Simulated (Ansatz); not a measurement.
Calculated with Ansatz (gas phase, PBE0-D4/def2-TZVP geometries, no zero-point term in ΔE). CCSD(T)/CBS is the MP2 limit (def2-TZVPP, def2-QZVPP) plus CCSD(T) − MP2 in def2-TZVPP, frozen cores. This one scheme is used for every species. Functionals use def2-TZVPP. B3LYP here is the variant with VWN-RPA as its local correlation; programs differ in this. HSE06 is defined as in plane-wave codes. Each species was taken in one conformer, which may not be the lowest.

Reaction (silylene formation by 1,1-elimination): `[AlH2][NH][SiH2]Cl` → `[NH2][AlH2]` + `[SiH]Cl`

`[AlH2][NH][SiH2]Cl`:

Cartesian coordinates in Å:
```
Al 0.557 1.682 0.364
N -0.211 0.330 -0.522
Si -0.196 -1.336 -0.145
Cl -1.981 -1.972 0.679
H 1.418 1.321 1.637
H 0.334 3.141 -0.204
H -0.778 0.578 -1.324
H -0.003 -2.175 -1.350
H 0.858 -1.570 0.866
```

`[NH2][AlH2]`:

Z-matrix (Å, degrees):
```
N
Al 1 1.766
H 1 1.007 2 124.9
H 1 1.007 2 124.9 3 180.0
H 2 1.583 1 117.9 3 -180.0
H 2 1.583 1 117.9 3 0.0
```

`[SiH]Cl`:

```xyz
3

Si    0.205   -0.799    0.035
Cl    0.819    1.079    0.677
H    -1.024   -0.280   -0.712
```

(1) Is it downhill or uphill in electronic energy at CCSD(T)/CBS, and by how much? (Estimate.)

(2) What do these levels give: PBE-D4, r2SCAN0-D4, BHLYP-D4, B3LYP, r2SCANh, r2SCAN0, HSE06, MP2/def2-SVP, CCSD/def2-SVP, CCSD(T)/def2-SVP, SCS-MP2/def2-TZVPP, MP2/def2-QZVPP? (Estimate.)

(3) What do rigid-rotor, harmonic-oscillator terms from PBE0-D4/def2-TZVP frequencies (298.15 K, 1 bar) make of the CCSD(T)/CBS value? (An estimate is asked.)

Largest T1 diagnostic among the species: 0.013.

Results:

(1) The calculation gave: Uphill: ΔE = +267.0 kJ/mol.

(2) Computed: PBE-D4 252.9, r2SCAN0-D4 285.6, BHLYP-D4 275.5, B3LYP 240.9, r2SCANh 279.0, r2SCAN0 282.5, HSE06 261.4, MP2/def2-SVP 274.0, CCSD/def2-SVP 250.4, CCSD(T)/def2-SVP 251.1, SCS-MP2/def2-TZVPP 272.2, MP2/def2-QZVPP 285.5 kJ/mol.

(3) Ansatz gave: ΔZPE = -6.9 kJ/mol, ΔH = +263.5 kJ/mol, ΔS = 156 J/(mol·K), ΔG = +216.9 kJ/mol. Modes under 50 cm⁻¹ make the entropy rough.

From BLYP to BHLYP (50 % exact exchange), in def2-TZVPP and without D4, ΔE moves by +42.0 kJ/mol. The D4 term adds +15.4 kJ/mol with B3LYP and +8.4 kJ/mol with PBE0; it sums over pairs of atoms, weighted by their polarisabilities, and B3LYP, whose exchange is more repulsive, gets the larger term.
